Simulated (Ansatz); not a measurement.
System: ScO2H2, net charge 0, doublet state. SMILES: [Sc]([OH])[OH]

Atoms: Sc1, O2, H3, O4, H5. Bonds: Sc1-O2, Sc1-O4, O2-H3, O4-H5.

Bond lengths (Å) and angles (degrees) optimised at HF/STO-3G with Ansatz (an electronic-structure program); HF/3-21G with Ansatz; MP2/6-31G* with LANL2DZ past Ar with Ansatz, each started from the B3LYP-D3(BJ)/def2-TZVP structure (Ansatz) of the last column. A row stands for all coordinates that are equal there. 6-31G* holds six Cartesian d functions. No wavenumbers were computed at HF/STO-3G, MP2/6-31G* with LANL2DZ past Ar, so these may be saddle points.

```json
[
 {"coordinate": "Sc1-O2", "HF/STO-3G": "1.842", "HF/3-21G": "1.818", "MP2/6-31G* with LANL2DZ past Ar": "1.868", "B3LYP-D3(BJ)/def2-TZVP": "1.862"},
 {"coordinate": "O2-H3", "HF/STO-3G": "0.972", "HF/3-21G": "0.953", "MP2/6-31G* with LANL2DZ past Ar": "0.964", "B3LYP-D3(BJ)/def2-TZVP": "0.956"},
 {"coordinate": "O2-Sc1-O4", "HF/STO-3G": "138.4", "HF/3-21G": "122.8", "MP2/6-31G* with LANL2DZ past Ar": "140.3", "B3LYP-D3(BJ)/def2-TZVP": "129.6"},
 {"coordinate": "Sc1-O2-H3", "HF/STO-3G": "178.1", "HF/3-21G": "176.8", "MP2/6-31G* with LANL2DZ past Ar": "170.4", "B3LYP-D3(BJ)/def2-TZVP": "161.8"}
]
```

Mean signed difference of all 4 bond lengths from B3LYP-D3(BJ)/def2-TZVP: HF/STO-3G -0.002 Å, HF/3-21G -0.024 Å, MP2/6-31G* with LANL2DZ past Ar 0.007 Å.
